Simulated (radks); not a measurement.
Ir II, 76 electrons, occupied as [Xe] 4f14 5d6 6s2 (not the ground configuration). All-electron calculation, scalar-relativistic Kohn-Sham, PBE, spin-polarised, spherical densities, finite nucleus; open shells are filled with parallel spins first (spin-orbit coupling, left out, can overturn this in heavy ions); Fermi nuclear charge, rms radius 5.4032 fm. Program: a radial shooting solver on a logarithmic mesh with Libxc functionals.

Unscreened Slater integrals over Kohn-Sham orbitals (cm^-1). They are taken over the spin-up orbitals.

F0(6s,6s): 76309
F0(6s,5d): 89400
G2(6s,5d): 22519
F0(6s,5p): 94602
G1(6s,5p): 7330.9
F0(5d,5d): 123830
F2(5d,5d): 63995
F4(5d,5d): 42225
F0(5d,5p): 142560
F2(5d,5p): 69689
G1(5d,5p): 83045
G3(5d,5p): 51320
F0(5p,5p): 174640
F2(5p,5p): 94234

Derived for the open shells (J is the average intra-shell exchange parameter used in DFT+U). 5d: Racah B = F2/49 - 5 F4/441 = 827.3 cm^-1, C = 35 F4/441 = 3351 cm^-1, C/B = 4.05, F4/F2 = 0.660, J = (F2 + F4)/14 = 7587 cm^-1.
